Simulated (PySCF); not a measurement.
Si(OH)(SH) (H₂OSSi), SMILES [Si](S)O (connectivity only; charge and spin as stated), neutral, multiplicity 1. Atoms are numbered in the order given.

```xyz
5

Si     0.7037    -0.6372     0.0000
O     -0.6247    -1.6202     0.0000
H     -1.5295    -1.2886     0.0000
S     -0.2638     1.3231     0.0000
H      0.8962     2.0009     0.0000
```
Charge 0, spin multiplicity 1.

Coordinates come from a B3LYP-D3(BJ)/def2-TZVP optimisation. The values are those of a single conformer.

These are TDA-CAM-B3LYP/def2-SVPD (PySCF 2.14.0) values and carry that method's errors.

Vertical excitations. The molecule is in vacuum. State labels are in the subgroup Cs.

```json
[
 {"state": "S1", "symmetry": "A\"", "energy (eV)": "4.43", "λ (nm)": "280", "f": "0.052", "main pairs": "HOMO→LUMO 96 %"},
 {"state": "S2", "symmetry": "A'", "energy (eV)": "5.45", "λ (nm)": "228", "f": "0.009", "main pairs": "HOMO−1→LUMO 76 %, HOMO→LUMO+1 14 %"},
 {"state": "S3", "symmetry": "A'", "energy (eV)": "6.04", "λ (nm)": "205", "f": "0.054", "main pairs": "HOMO→LUMO+1 72 %, HOMO→LUMO+2 13 %"},
 {"state": "S4", "symmetry": "A\"", "energy (eV)": "6.24", "λ (nm)": "199", "f": "0.008", "main pairs": "HOMO−1→LUMO+1 78 %"},
 {"state": "S5", "symmetry": "A'", "energy (eV)": "6.50", "λ (nm)": "191", "f": "0.176", "main pairs": "HOMO→LUMO+2 56 %, HOMO→LUMO+3 22 %"},
 {"state": "S6", "symmetry": "A\"", "energy (eV)": "6.91", "λ (nm)": "180", "f": "0.033", "main pairs": "HOMO−1→LUMO+2 89 %"},
 {"state": "S7", "symmetry": "A'", "energy (eV)": "7.10", "λ (nm)": "175", "f": "0.779", "main pairs": "HOMO→LUMO+3 56 %, HOMO→LUMO+2 22 %"},
 {"state": "S8", "symmetry": "A\"", "energy (eV)": "7.15", "λ (nm)": "173", "f": "0.026", "main pairs": "HOMO−2→LUMO 82 %"},
 {"state": "S9", "symmetry": "A\"", "energy (eV)": "7.42", "λ (nm)": "167", "f": "0.028", "main pairs": "HOMO−1→LUMO+3 67 %, HOMO−1→LUMO+1 10 %, HOMO−1→LUMO+4 10 %"},
 {"state": "S10", "symmetry": "A'", "energy (eV)": "7.59", "λ (nm)": "163", "f": "0.089", "main pairs": "HOMO→LUMO+4 63 %, HOMO→LUMO+6 20 %, HOMO→LUMO+3 11 %"},
 {"state": "T1", "symmetry": "A\"", "energy (eV)": "2.74", "λ (nm)": "452", "f": "0", "main pairs": "HOMO→LUMO 96 %"},
 {"state": "T2", "symmetry": "A'", "energy (eV)": "4.53", "λ (nm)": "274", "f": "0", "main pairs": "HOMO−1→LUMO 98 %"},
 {"state": "T3", "symmetry": "A'", "energy (eV)": "4.85", "λ (nm)": "256", "f": "0", "main pairs": "HOMO→LUMO+1 48 %, HOMO→LUMO+2 30 %, HOMO→LUMO+4 9 %"},
 {"state": "T4", "symmetry": "A'", "energy (eV)": "5.79", "λ (nm)": "214", "f": "0", "main pairs": "HOMO→LUMO+2 51 %, HOMO→LUMO+1 35 %"}
]
```
Triplets are in the Tamm–Dancoff approximation.
